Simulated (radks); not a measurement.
The numbers below are computed, except where a source is named.
Ir V, 73 electrons, occupied as [Xe] 4f14 5d4.5 6p0.5 (fractional occupations, a model configuration). Code: a radial shooting solver on a logarithmic mesh with Libxc functionals. Model: scalar-relativistic Kohn-Sham, PBEsol, spin-polarised, spherical densities, point nucleus; open shells are filled with parallel spins first (spin-orbit coupling, left out, can overturn this in heavy ions).

Radial electron density D(r) = 4 pi r^2 rho(r):

```
   r/bohr * D(r) (the largest magnitude, 142, reaches the edge; | marks zero)
 0.001602 |      *
 0.001865 |        *
 0.002171 |          *
 0.002527 |            *
 0.002919 |               *
 0.003398 |                  *
 0.003956 |                     *
 0.004568 |                        *
 0.005318 |                            *
 0.006191 |                               *
 0.007208 |                                   *
 0.008324 |                                     *
  0.00969 |                                       *
  0.01128 |                                        *
  0.01313 |                                        *
  0.01517 |                                       *
  0.01766 |                                     *
  0.02056 |                                    *
  0.02393 |                                   *
  0.02764 |                                     *
  0.03217 |                                         *
  0.03745 |                                              *
  0.04326 |                                                   *
  0.05036 |                                                      *
  0.05862 |                                                      *
  0.06825 |                                                  *
  0.07882 |                                             *
  0.09176 |                                          *
   0.1068 |                                           *
   0.1244 |                                               *
   0.1436 |                                                  *
   0.1672 |                                                *
   0.1946 |                                         *
   0.2248 |                                *
   0.2617 |                           *
   0.3046 |                           *
   0.3546 |                              *
   0.4096 |                               *
   0.4768 |                           *
   0.5551 |                    *
   0.6462 |             *
   0.7463 |         *
   0.8688 |       *
    1.011 |      *
    1.177 |    *
     1.36 |   *
    1.583 | *
    1.843 |*
    2.128 |*
    2.478 *
    2.885 *
    3.358 *
    3.878 *
    4.515 *
    5.256 *
    6.119 *
```

D(r) has 4 maxima, at r = 0.0116, 0.0537, 0.149, 0.390 bohr, and minima at 0.0226, 0.0963, 0.277 bohr, inside which lie 1.90, 11.01, 29.93 electrons.
